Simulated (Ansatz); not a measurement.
Consider the redistribution: `B[CH2][GeH2][F]` + `N=C([SiH3])S[SiH3]` → `BSC(=N)[SiH3]` + `[F][GeH2][CH2][SiH3]`.

Program: Ansatz. Geometries: PBE0-D4/def2-TZVP. ΔE: electronic, gas phase. CBS: MP2 limit from def2 TZ/QZ plus the TZ coupled-cluster correction, frozen cores. Functionals use def2-TZVPP. B3LYP here is the variant with VWN-RPA as its local correlation; programs differ in this. For Ge outer-core shells are correlated without core-valence functions, which leaves a few kJ/mol of doubt a bond. Scalar relativity is left out up to krypton. One conformer a species, not always the lowest.

```csv
level,ΔE (kJ/mol),difference from CCSD(T)/CBS
r2SCAN-D4,-31.5,1.9
PBE0-D4,-31.2,2.2
ωB97X-V,-33.0,0.4
B2PLYP,-33.3,0.1
PBE,-32.1,1.3
r2SCAN,-31.8,1.6
PBE0,-31.9,1.5
B3LYP,-31.8,1.6
HF/def2-TZVPP,-28.1,5.3
MP2/def2-TZVPP,-34.5,-1.1
SCS-MP2/def2-TZVPP,-33.9,-0.5
CCSD(T)/def2-TZVPP,-36.4,-3.0
HF/def2-QZVPP,-27.6,5.8
MP2/def2-QZVPP,-32.6,0.8
HF/CBS(def2),-27.5,5.9
MP2/CBS(def2),-31.5,1.9
CCSD(T)/CBS,-33.4,0
```

Largest T1 diagnostic among the species: 0.015.

In def2-TZVPP, CCSD(T) changes the Hartree–Fock value by −8.3 kJ/mol (the triples alone add −1.3 kJ/mol) and MP2 by −6.4 kJ/mol.
